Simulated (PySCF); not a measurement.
**Excitation energy of Zr by level of theory**

Zr [Kr] 4d2 5s2 (3F) → Zr [Kr] 4d4 (5D), as a difference of total energies. Calculation: PySCF 2.14, in aug-cc-pVTZ-DK (9s8p6d3f2g, 102 functions); scalar relativity by spin-free X2C-1e. Correlated levels: valence: [Kr] frozen. The calculations carry no spin-orbit coupling.

```csv
method,excitation energy (eV)
UHF,2.494
MP2 (valence),2.702
SCS-MP2 (valence),3.379
CCSD (valence),2.787
CCSD(T) (valence),2.820
```

Q: How much does correlation contribute at CCSD(T) (valence)?

A: 2.820 − (2.494) = 0.326 eV, measured against UHF.

A first-order spin-orbit estimate (lowest level to lowest level, LS coupling) adds 0.045 eV.
